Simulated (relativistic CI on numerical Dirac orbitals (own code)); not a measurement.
# Radial parameters of Ti XIII

These numbers are calculated, not measured: Dirac-Coulomb-Breit CI, separate exchange-only KLI orbitals for each configuration, a model potential for QED, unscaled Slater integrals (own radial code, finite nucleus).

Slater integrals F^k, G^k are unscaled and averaged over j, outside the closed core 1s2; ζ comes from projecting the Hamiltonian with its Breit term on Σ l·s of the shell.

- 2s²2p⁵3s: ζ(2p) = 31137, G^1(2p,3s) = 31065 cm⁻¹; <r>(2p) = 0.2779, <r^2>(2p) = 0.09439, <r>(3s) = 0.8161, <r^2>(3s) = 0.756 (bohr units).
- 2s²2p⁵3p: ζ(2p) = 31119, F^2(2p,3p) = 77058, G^0(2p,3p) = 31124, G^2(2p,3p) = 33410, ζ(3p) = 6435.1 cm⁻¹; <r>(2p) = 0.2782, <r^2>(2p) = 0.09464, <r>(3p) = 0.8117, <r^2>(3p) = 0.7574 (bohr units).
- 2s²2p⁵3d: ζ(2p) = 31201, F^2(2p,3d) = 92643, G^1(2p,3d) = 81043, G^3(2p,3d) = 46500, ζ(3d) = 479.37 cm⁻¹; <r>(2p) = 0.2781, <r^2>(2p) = 0.09465, <r>(3d) = 0.7479, <r^2>(3d) = 0.6472 (bohr units).

Averages of the first 10 configurations, taken without configuration mixing, which lowers the lowest level and can move excited configurations by several eV; other configurations of the list can lie among them:

| Configuration | Parity | States | Average energy above the lowest level (eV) |
| --- | --- | --- | --- |
| 2s²2p⁶ | even | 1 | 0.2 |
| 2s²2p⁵3s | odd | 12 | 460.4 |
| 2s²2p⁵3p | even | 36 | 486.8 |
| 2s²2p⁵3d | odd | 60 | 520.9 |
| 2s2p⁶3s | even | 4 | 563.8 |
| 2s2p⁶3p | odd | 12 | 589.1 |
| 2s2p⁶3d | even | 20 | 623.1 |
| 2s²2p⁵4s | odd | 12 | 616.3 |
| 2s²2p⁵4p | even | 36 | 626.7 |
| 2s²2p⁵4d | odd | 60 | 639.2 |
